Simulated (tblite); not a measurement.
Compound: C7H13P.
Z-matrix (Å and degrees, GFN2-xTB geometry), rows numbered from 1:
```
C 
C   1  1.3195
C   2  1.4989  1  124.63
C   3  1.5325  2  110.04  1  -120.29
C   4  1.5256  3  112.06  2   175.20
C   5  1.5241  4  112.31  3    64.71
P   6  1.8578  5  114.01  4   -60.62
C   3  1.5316  2  108.95  1   117.53
H   1  1.0780  2  121.76  3     0.38
H   1  1.0768  2  122.11  3  -179.67
H   2  1.0828  1  120.32  3   179.61
H   3  1.0963  2  108.99  1    -1.24
H   4  1.0928  3  108.72  2    54.35
H   4  1.0930  3  109.34  2   -63.20
H   5  1.0939  4  109.19  3  -174.33
H   5  1.0937  4  109.28  3   -56.96
H   6  1.0937  5  110.39  4   178.35
H   6  1.0949  5  110.38  4    59.93
H   7  1.4038  6   94.95  5   -46.90
H   8  1.0951  3  110.21  2    60.92
H   8  1.0941  3  109.88  2   -57.04
```

Computed values, GFN2-xTB/tblite, gas phase, harmonic and unscaled. Against measured fundamentals such values can be off by several per cent, at times by over 20. Modes of hydrogen on phosphorus can be 10 to 20 % off. One conformer, not necessarily the lowest.

Harmonic wavenumbers (cm⁻¹): 59.0, 107.1, 166.3, 251.6, 265.9, 316.2, 335.4, 376.8, 474.8, 505.3, 641.5, 677.0, 720.5, 757.6, 778.5, 837.8, 890.8, 894.6, 897.7, 927.5, 955.6, 993.0, 1023.4, 1044.9, 1073.2, 1091.1, 1118.9, 1131.6, 1190.0, 1196.2, 1230.7, 1237.6, 1271.2, 1283.1, 1304.1, 1315.9, 1345.3, 1352.2, 1420.2, 1445.9, 1447.7, 1484.3, 1492.0, 1715.4, 2232.7, 2920.1, 2931.2, 2936.5, 2944.9, 2952.2, 2955.5, 2959.6, 2968.2, 2976.2, 3050.9, 3097.5, 3122.6.

A = 3053, B = 1124, C = 895.2 MHz; mass 128.075 u (most abundant isotopes); point group C1, symmetry number 1.

Question: Zero-point energy?

Answer: ½Σν̃ = 39547 cm⁻¹ = 473.08 kJ/mol.

Question: Give the ideal-gas entropy at 400 K and 1 bar in the rigid-rotor, harmonic-oscillator model (classical rotation).

Answer: Translation 175.48, rotation 125.16, vibration 132.72: S = 433.4 J/(mol K).

Question: And Cp and H(400 K) − H(0)?

Answer: Cp = 199.97 J/(mol K), of which vibrations give 166.71 (their classical limit is 57 R = 473.9); H(400 K) − H(0) = 43.28 kJ/mol without the zero-point energy, 29.98 from vibrations.

Question: What must be added to the electronic energy to get the Gibbs energy at 400 K and 1 bar?

Answer: ZPE + [H(400 K) − H(0)] − T·S = 473.08 + 43.28 − 173.35 = 343.01 kJ/mol.

Question: How do the functions run with temperature in this model?

Answer: 
| T (K) | S (J/(mol K)) | Cp (J/(mol K)) | H − H(0) (kJ/mol) | G − H(0) (kJ/mol) | ln q(vib) |
| --- | --- | --- | --- | --- | --- |
| 100 | 276.0 | 64.5 | 4.66 | -22.93 | 0.97 |
| 200 | 332.4 | 103.6 | 13.02 | -53.45 | 2.76 |
| 300 | 383.1 | 151.1 | 25.70 | -89.24 | 4.77 |
| 500 | 482.7 | 242.8 | 65.48 | -175.88 | 9.26 |
| 800 | 618.3 | 332.8 | 153.05 | -341.57 | 16.42 |
| 1000 | 696.9 | 371.7 | 223.70 | -473.23 | 21.09 |

q(vib) and H(0) count from the zero-point level.

Question: Blend soft modes into free rotors: weight 1/[1 + (100 cm⁻¹/ν̃)⁴] for the oscillator and the rest for a rotor with moment μB/(μ + B), μ = h/(8π²ν), B = 10⁻⁴⁴ kg m². What vibrational entropy results?

Answer: 125.86 J/(mol K) in place of 132.72, which changes −T·S at 400 K by +2.74 kJ/mol.

Question: Which modes carry the vibrational entropy at 400 K?

Answer: 59.0 cm⁻¹: 21.22; 107.1 cm⁻¹: 16.30; 166.3 cm⁻¹: 12.71; 251.6 cm⁻¹: 9.42; 265.9 cm⁻¹: 8.99; 316.2 cm⁻¹: 7.68 J/(mol K); the other 51 give 56.40 together.

Hindered rotation and anharmonicity are outside this model. Other conformers, if any are populated, would add a mixing term that is left out. The structure is chiral; the term R ln 2 for an equal mix with its mirror image is left out.
